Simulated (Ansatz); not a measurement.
C$_{3}$H$_{6}$AlF (SMILES C=[CH][Al]([CH3])[F]), singlet, geometry from GFN2-xTB (such geometries of metal compounds can be far from the true shape); Ansatz (a first-principles code) with MP2/def2-TZVPPD.

Ansatz was given this input:
Ansatz 0.2 input:
```yaml
crystal:
  periodic: [false, false, false]
  atoms:
    - {symbol: Al, position_ang: [0.13005345, 0.41329094, 0.16589565]}
    - {symbol: F, position_ang: [1.15089400, 1.69233620, -0.08740675]}
    - {symbol: C, position_ang: [-1.06854705, 0.50222029, 1.74888441]}
    - {symbol: H, position_ang: [-1.79106507, -0.31384321, 1.79465221]}
    - {symbol: H, position_ang: [-1.63217283, 1.44063801, 1.76023744]}
    - {symbol: H, position_ang: [-0.49785566, 0.48188044, 2.68265013]}
    - {symbol: C, position_ang: [0.27175134, -1.03180306, -1.17854248]}
    - {symbol: C, position_ang: [-0.46060270, -2.14244729, -1.13435911]}
    - {symbol: H, position_ang: [0.98113092, -0.93358219, -2.00452302]}
    - {symbol: H, position_ang: [-0.38190958, -2.93359475, -1.86970881]}
    - {symbol: H, position_ang: [-1.18247816, -2.31312581, -0.34918767]}
basis:
  gaussian:
    orbitals: def2-TZVPPD.json
magnetization: {spin_polarized: false}
correlation: {method: mp2}
```
The basis file holds def2-TZVPPD in the JSON format of the Basis Set Exchange.

Output, abridged:

```
Functional definition: HF
1740 factors; integrals over basis functions are off by at most 1.1e-3 eV
mean field evaluation 1: about -12475.3952 eV, gradient 4.4e1 eV
mean field evaluation 2: about -12475.4962 eV, gradient 4.4e1 eV
mean field evaluation 4: about -12479.7174 eV, gradient 4.0e0 eV
mean field evaluation 8: about -12479.7814 eV, gradient 2.6e-1 eV
mean field -12479.78170038 eV, -458.6235183890 hartree, gradient 6.0e-6 eV, S^2 0.000000; 0 other end points of the search recorded, 0 dependent functions left out
9 core orbitals not correlated
reference -12479.78170038 eV, -458.6235183890 hartree; 14, 14 occupied and 278, 278 virtual orbitals, 1740 factors
second order -22.58911837 eV of doubles, -0.00000000 eV of singles
Total energy: -12502.37081875 eV, -459.4536531778 hartree
```
